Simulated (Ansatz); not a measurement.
One change: `F[SiH2][GeH2][SiH3]` becomes `[NH2][GeH2][SiH2]F`.

Ansatz, PBE0-D4/def2-TZVP geometries, multiplicity 1. Each molecule was computed in one conformer, which needn't be the lowest.

Scalar relativity is left out up to krypton.

```tsv
property	`F[SiH2][GeH2][SiH3]`
HOMO–LUMO gap (ωB97M-V/def2-TZVPP) / eV	11.04
HOMO energy (ωB97M-V/def2-TZVPP) / eV	-9.96
HOMO energy (B3LYP/def2-TZVPP) / eV	-7.78
HOMO–LUMO gap (B3LYP/def2-TZVPP) / eV	6.96
LUMO energy (ωB97M-V/def2-TZVPP) / eV	1.09
LUMO energy (PBE/def2-TZVPP) / eV	-1.48
```

(1) Give the same properties after the change, and the shifts. (Best estimate.)

Answers

(1) Ansatz gave: 
```json
{"property": "HOMO–LUMO gap (ωB97M-V/def2-TZVPP) / eV", "`[NH2][GeH2][SiH2]F`": "11.00", "shift": "-0.04"}
{"property": "HOMO energy (ωB97M-V/def2-TZVPP) / eV", "`[NH2][GeH2][SiH2]F`": "-9.65", "shift": "0.31"}
{"property": "HOMO energy (B3LYP/def2-TZVPP) / eV", "`[NH2][GeH2][SiH2]F`": "-7.14", "shift": "0.64"}
{"property": "HOMO–LUMO gap (B3LYP/def2-TZVPP) / eV", "`[NH2][GeH2][SiH2]F`": "6.53", "shift": "-0.43"}
{"property": "LUMO energy (ωB97M-V/def2-TZVPP) / eV", "`[NH2][GeH2][SiH2]F`": "1.36", "shift": "0.27"}
{"property": "LUMO energy (PBE/def2-TZVPP) / eV", "`[NH2][GeH2][SiH2]F`": "-1.27", "shift": "0.21"}
```

With PBE0 the HOMO rises by 0.62 eV and the LUMO rises by 0.24 eV, so the gap narrows by about 0.38 eV. PBE moves the HOMO by 0.94 eV and ωB97M-V by 0.31 eV.

B3LYP here is the variant with VWN-RPA as its local correlation; programs differ in this.
